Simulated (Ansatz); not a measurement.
`O/C=C/[SiH2]O` → `CC(=O)O[SiH3]`  (isomerisation)

Gas-phase electronic energies from Ansatz, PBE0-D4/def2-TZVP geometries. CBS: MP2 limit from def2 TZ/QZ plus the TZ coupled-cluster correction, frozen cores. Functionals use def2-TZVPP. One conformer a species, not always the lowest.

```tsv
species	PBE0 energy (Eh)
`O/C=C/[SiH2]O`	-519.51774
`CC(=O)O[SiH3]`	-519.53817
```

(1) Work out ΔE.

Largest T1 diagnostic among the species: 0.014.

Answers

(1) ΔE = (-519.53817) − (-519.51774) = -0.02043 Eh = -53.6 kJ/mol. CCSD(T)/CBS gives -46.6 kJ/mol.

In def2-TZVPP, CCSD(T) changes the Hartree–Fock value by +16.3 kJ/mol (the triples alone add +0.1 kJ/mol) and MP2 by +19.0 kJ/mol.
